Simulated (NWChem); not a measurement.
System: ZnSH, doublet; SMILES [SH][Zn]

Excerpt of the output:

```
             Northwest Computational Chemistry Package (NWChem) 7.3.0
             --------------------------------------------------------

                             Geometry "geometry" -> ""
                             -------------------------

 Output coordinates in angstroms (scale by  1.889725989 to convert to a.u.)

  No.       Tag          Charge          X              Y              Z
 ---- ---------------- ---------- -------------- -------------- --------------
    1 Zn                  30.0000    -0.00235000     0.77600700     0.00000000
    2 S                   16.0000    -0.07255700    -1.46429400     0.00000000
    3 H                    1.0000     1.27144400    -1.62477200     0.00000000

 Effective nuclear repulsion energy (a.u.)     125.4208431689

  xc_inp: hfexch multiplicative factor not found.
                              NWChem Property Module
                              ----------------------

  itol2e modified to match energy
  convergence criterion.

                                 NWChem DFT Module
                                 -----------------

 Summary of "ao basis" -> "ao basis" (spherical)
 ------------------------------------------------------------------------------
       Tag                 Description            Shells   Functions and Types
 ---------------- ------------------------------  ------  ---------------------
 Zn                         cc-pvtz                 20       68   7s6p4d2f1g
 S                          cc-pvtz                 12       34   5s4p2d1f
 H                          cc-pvtz                  6       14   3s2p1d

  itol2e modified to match energy
  convergence criterion.

            General Information
            -------------------
          SCF calculation type: DFT
          Wavefunction type:  spin polarized.
          No. of atoms     :     3
          No. of electrons :    47
           Alpha electrons :    24
            Beta electrons :    23
          Charge           :     0
          Spin multiplicity:     2
          Use of symmetry is: off; symmetry adaption is: off
          Maximum number of iterations: 150
          AO basis - number of functions:   116
                     number of shells:    38
          Convergence on energy requested:  1.00D-07
          Convergence on density requested:  1.00D-05
          Convergence on gradient requested:  5.00D-04

              XC Information
              --------------
                     Hartree-Fock (Exact) Exchange  1.000

      Superposition of Atomic Density Guess
      -------------------------------------

 Sum of atomic energies:       -2175.83335415

      Non-variational initial energy
      ------------------------------

 Total energy =   -2176.094827
 1-e energy   =   -3284.335667
 2-e energy   =     982.819997
 HOMO         =      -0.155727
 LUMO         =       0.056309

   convergence    iter        energy       DeltaE   RMS-Dens  Diis-err
 ---------------- ----- ----------------- --------- --------- ---------
 d= 0,ls=0.0,diis     1  -2175.9498941616 -2.30D+03  3.60D-03  3.20D-02
                                                     1.41D-03  2.96D-02
 d= 0,ls=0.0,diis     2  -2175.9787902448 -2.89D-02  1.14D-03  1.21D-02
                                                     5.39D-04  1.07D-02
 d= 0,ls=0.0,diis     3  -2175.9849382059 -6.15D-03  1.00D-03  2.43D-03
                                                     3.07D-04  2.64D-03
 d= 0,ls=0.0,diis     4  -2175.9871466647 -2.21D-03  9.66D-04  5.63D-04
                                                     2.79D-04  4.03D-04
 d= 0,ls=0.0,diis     5  -2175.9882436056 -1.10D-03  3.52D-04  5.70D-05
                                                     1.67D-04  9.96D-05
  Resetting Diis
 d= 0,ls=0.0,diis     6  -2175.9884738062 -2.30D-04  1.32D-04  1.75D-05
                                                     1.21D-04  2.40D-05
 d= 0,ls=0.0,diis     7  -2175.9885444091 -7.06D-05  2.64D-05  3.86D-06
                                                     3.43D-05  5.67D-06
 d= 0,ls=0.0,diis     8  -2175.9885550724 -1.07D-05  5.05D-05  1.94D-06
                                                     6.59D-05  2.94D-06
 d= 0,ls=0.0,diis     9  -2175.9885661203 -1.10D-05  1.51D-05  3.21D-07
                                                     1.81D-05  4.32D-07
 d= 0,ls=0.0,diis    10  -2175.9885669992 -8.79D-07  3.67D-06  9.68D-08
                                                     3.73D-06  7.35D-08
 d= 0,ls=0.0,diis    11  -2175.9885670717 -7.24D-08  2.41D-06  1.07D-08
                                                     1.82D-06  1.01D-08

         Total DFT energy =    -2175.988567071657
      One electron energy =    -3284.361128121209
           Coulomb energy =     1078.057265370720
    Exchange-Corr. energy =      -95.105547490077
 Nuclear repulsion energy =      125.420843168908

 Numeric. integr. density =        0.000000000000

                    DFT Final Alpha Molecular Orbital Analysis
                    ------------------------------------------

 Vector   22  Occ=1.000000D+00  E=-4.353820D-01
              MO Center= -3.0D-02, -9.4D-01, -9.1D-17, r^2= 2.7D+00
   Bfn.  Coefficient  Atom+Function         Bfn.  Coefficient  Atom+Function
  ----- ------------  ---------------      ----- ------------  ---------------
     4      0.404412  1 Zn s                 78     -0.403991  2 S  py
    84     -0.254736  2 S  py                77     -0.160938  2 S  px
    81     -0.152654  2 S  py                73      0.150129  2 S  s
    18      0.148718  1 Zn py                71      0.145979  2 S  s
    15     -0.139393  1 Zn py                83     -0.098075  2 S  px

 Vector   23  Occ=1.000000D+00  E=-3.587132D-01
              MO Center= -4.1D-02, -1.3D+00,  5.3D-15, r^2= 1.7D+00
   Bfn.  Coefficient  Atom+Function         Bfn.  Coefficient  Atom+Function
  ----- ------------  ---------------      ----- ------------  ---------------
    79      0.513847  2 S  pz                85      0.403300  2 S  pz
    82      0.205901  2 S  pz                27      0.073254  1 Zn d -1
    16      0.045883  1 Zn pz                25      0.041547  1 Zn pz
    19      0.033139  1 Zn pz                87      0.031559  2 S  d -1

[...]

          -----------------------
          Electric field gradient
          -----------------------

 1 a.u. = 0.324123 10**(16) esu/cm**3  ( or statvolts/cm**2 ) = 0.97174 10**(22) v/m**2

 ------------------------------------------------------------
   Atom      X         Y         Z
 ------------------------------------------------------------
    1 Zn  -0.00444   1.46644   0.00000
 ------------------------------------------------------------

 Electric field gradient in molecular frame (a.u.)
         XX             YY             ZZ             XY             XZ             YZ
 ------------------------------------------------------------------------------------------
       -1.094057       1.875601      -0.781544       0.069203       0.000000       0.000000

 Principal components (a.u.) and orientation
 of principal axis w.r.t. absolute frame                      Asymmetry parameter eta
 --------------------------------------------------------------------------------------
        1.877213      -1.095668      -0.781544                       0.167335

        0.023284       0.999729       0.000000
        0.999729      -0.023284      -0.000000
        0.000000      -0.000000       1.000000

 ------------------------------------------------------------
   Atom      X         Y         Z
 ------------------------------------------------------------
    2 S   -0.13711  -2.76711   0.00000
 ------------------------------------------------------------

 Electric field gradient in molecular frame (a.u.)
         XX             YY             ZZ             XY             XZ             YZ
 ------------------------------------------------------------------------------------------
       -1.576219      -0.063650       1.639869       0.602434       0.000000      -0.000000

 Principal components (a.u.) and orientation
 of principal axis w.r.t. absolute frame                      Asymmetry parameter eta
 --------------------------------------------------------------------------------------
       -1.786834       1.639869       0.146965                       0.835503

        0.943975       0.000000       0.330018
       -0.330018       0.000000       0.943975
        0.000000       1.000000       0.000000

 ------------------------------------------------------------
   Atom      X         Y         Z
 ------------------------------------------------------------
    3 H    2.40268  -3.07037   0.00000
 ------------------------------------------------------------

 Electric field gradient in molecular frame (a.u.)
         XX             YY             ZZ             XY             XZ             YZ
 ------------------------------------------------------------------------------------------
       -0.223908       0.100560       0.123348       0.040349      -0.000000      -0.000000

 Principal components (a.u.) and orientation
 of principal axis w.r.t. absolute frame                      Asymmetry parameter eta
 --------------------------------------------------------------------------------------
       -0.228850       0.123348       0.105502                       0.077981

        0.992582       0.000000       0.121581
       -0.121581       0.000000       0.992582
        0.000000       1.000000       0.000000
```

Level: UHF/cc-pVTZ. In the optimisation the excess spin sits in a' (Cs, its own frame). Geometry: optimised at B3LYP/6-31G* (spherical d), spin-unrestricted. The spin multiplicity was typed, not searched, and may not be the lowest. No stability test was run on the SCF state. NWChem prints the field gradient with the sign opposite to the second derivative of the potential.

Problem. Write an input that gives this output.

Solution. One answer among several that fit: the input that was run:
```
start job
memory heap 200 mb stack 900 mb global 1100 mb
geometry units angstroms noautosym nocenter noautoz
  Zn    -0.002350     0.776007     0.000000
  S     -0.072557    -1.464294     0.000000
  H      1.271444    -1.624772     0.000000
end
basis spherical
  Zn library cc-pvtz
  S library cc-pvtz
  H library cc-pvtz
end
dft
  odft
  mult 2
  xc hfexch
  iterations 150
end
property
  efieldgrad
end
task dft property
```
